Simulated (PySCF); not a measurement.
Positional isomers: silole mercapto. Gas-phase values, no solvent. One relaxed conformer stands for each flexible species; it need not be the lowest. Strings in code marks are SMILES.

Calculation: PBE0-D3(BJ)/def2-TZVP in PySCF 2.14.0. Delta-SCF ions had no search for a lower state. 

```
species                                   vertical ionisation energy (Delta-SCF) (eV)  S1 oscillator strength   LUMO (eV)
----------------------------------------  -------------------------------------------  ----------------------  ----------
`SC1=CC=C[SiH2]1` (H–S–C–Si torsion 0°)                                          7.86                   0.205       -1.60
`SC1=C[SiH2]C=C1` (H–S–C–C torsion 180°)                                   (withheld)                   0.066       -1.62
`S[SiH]1C=CC=C1` (H–S–Si–C torsion 54°)                                          8.69                   0.009  (withheld)
```

Question: Fill in the missing entries.

Answer: 
- `SC1=C[SiH2]C=C1` (H–S–C–C torsion 180°), vertical ionisation energy (Delta-SCF) (eV): 8.22
- `S[SiH]1C=CC=C1` (H–S–Si–C torsion 54°), LUMO (eV): -1.85
